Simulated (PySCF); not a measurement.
Job file and geometry (Å, from GFN2-xTB) of an NMR shielding run on `InChI=1S/C4H7F3N2Si/c1-2-3-9-10(8)4(5,6)7/h1,9-10H,3,8H2/t10-/m0/s1`, GIAO PBE0/pcSseg-1 NMR shielding, non-relativistic, gas phase (PySCF 2.14.0, density-fitted response routines); density fitting, a coarse starting grid and PySCF grid level 2 are the driver's defaults:

```
$ OMP_NUM_THREADS=1 python probes_run.py task.json out

{"job": {"kind": "nmr", "xc": "PBE0", "basis": "pcSseg-1"}, "charge": 0, "multiplicity": 1}
C      2.823654     0.712686    -0.702864
C      2.256371    -0.220536    -0.213636
C      1.565454    -1.349457     0.370984
N      0.146756    -1.088077     0.522954
Si    -0.683618     0.200568    -0.222600
N     -0.279082     1.697681     0.504401
C     -2.525742    -0.057573     0.299557
F     -3.015487    -1.261109    -0.074665
F     -3.337956     0.858865    -0.271144
F     -2.751942     0.029036     1.624610
H      3.340793     1.517654    -1.133509
H      1.736677    -2.225092    -0.273319
H      2.008852    -1.559455     1.354255
H     -0.350782    -1.886454     0.884822
H     -0.695834     0.154518    -1.691682
H      0.675831     2.015260     0.479255
H     -0.920944     2.473517     0.481056
```

Task: Write the output of this run.

Result: 
```
coarse grid: 15696 points
cycle   1  E = -854.1152149191  dE =  1.478e+00  |g| = 9.820e-01  |ddm| = 3.935e+00
cycle   2  E = -853.9604561189  dE =  1.548e-01  |g| = 1.401e+00  |ddm| = 1.450e+00
cycle   3  E = -854.2881137812  dE = -3.277e-01  |g| = 7.761e-02  |ddm| = 8.437e-01
cycle   4  E = -854.2891556284  dE = -1.042e-03  |g| = 3.363e-02  |ddm| = 8.808e-02
cycle   5  E = -854.2893819194  dE = -2.263e-04  |g| = 1.046e-02  |ddm| = 3.504e-02
cycle   6  E = -854.2893982311  dE = -1.631e-05  |g| = 5.029e-03  |ddm| = 1.021e-02
cycle   7  E = -854.2894040431  dE = -5.812e-06  |g| = 1.383e-03  |ddm| = 4.092e-03
final grid: 151160 points
cycle   8  E = -854.3628466708  dE = -4.993e-05  |g| = 9.568e-03  |ddm| = 3.935e-02
cycle   9  E = -854.3628330579  dE =  1.361e-05  |g| = 1.300e-02  |ddm| = 1.692e-02
cycle  10  E = -854.3628650925  dE = -3.203e-05  |g| = 1.394e-03  |ddm| = 9.251e-03
cycle  11  E = -854.3628654617  dE = -3.692e-07  |g| = 6.747e-04  |ddm| = 1.378e-03
cycle  12  E = -854.3628655660  dE = -1.043e-07  |g| = 1.885e-04  |ddm| = 5.611e-04
cycle  13  E = -854.3628655740  dE = -8.075e-09  |g| = 2.600e-05  |ddm| = 1.511e-04
cycle  14  E = -854.3628655741  dE = -1.128e-10  |g| = 1.105e-05  |ddm| = 2.652e-05
converged SCF energy = -854.3628655741

GIAO shielding tensors (ppm)
atom      isotropic    diamagn.    paramagn.     s11        s22        s33       span
  0 C      104.343     256.469    -152.125     30.008     41.663    241.359    211.350
  1 C       98.100     265.785    -167.685     -2.351      4.867    291.785    294.135
  2 C      152.361     241.113     -88.752    139.826    141.312    175.945     36.119
  3 N      237.061     326.805     -89.744    196.328    231.414    283.441     87.112
  4 Si     391.051     881.065    -490.014    346.433    406.010    420.710     74.277
  5 N      239.558     320.163     -80.604    209.735    241.836    267.104     57.369
  6 C       49.135     256.065    -206.930     45.698     46.403     55.304      9.607
  7 F      255.991     474.510    -218.520    153.850    273.581    340.542    186.691
  8 F      254.893     473.277    -218.384    153.215    271.299    340.164    186.949
  9 F      252.670     474.113    -221.443    154.251    267.710    336.050    181.799
 10 H       29.824      33.439      -3.616     24.585     25.376     39.511     14.926
 11 H       27.413      25.220       2.193     21.676     26.452     34.112     12.436
 12 H       27.479      24.965       2.515     21.877     26.277     34.284     12.408
 13 H       31.021      33.543      -2.523     21.192     30.182     41.688     20.496
 14 H       26.248      30.518      -4.270     23.541     24.190     31.014      7.472
 15 H       30.383      33.679      -3.296     21.815     28.449     40.885     19.071
 16 H       30.755      31.205      -0.451     23.037     27.139     42.089     19.052
```

Task: Turn these shieldings into chemical shifts. δ = σ(ref) − σ, references computed at the same level: TMS for ¹³C (σ = 186.93 ppm) and ²⁹Si (σ = 349.16 ppm) and ¹H (σ = 31.72 ppm); NH3 for ¹⁵N (σ = 267.73 ppm); CFCl3 for ¹⁹F (σ = 170.95 ppm).

Result: Averaging equivalent atoms: C 6: 137.8; C 1: 88.8; C 0: 82.6; C 2: 34.6; N 3: 30.7; N 5: 28.2; Si 4: -41.9; F 7/8/9: -83.6; H 14: 5.47; H 11: 4.30; H 12: 4.24; H 10: 1.89; H 15/16: 1.15; H 13: 0.70 ppm. Unscaled 19F shifts against computed CFCl3 carry errors that often reach 10 to 50 ppm. Experimental scales use liquid or dissolved standards, which lie at an offset from isolated NH3 (liquid NH3: subtract about 20 ppm).

Size and cost of the density-fitted run: 212 basis functions, 73 s wall time on 1 thread of an Arm Neoverse N1, shared host; peak memory 0.95 GiB.
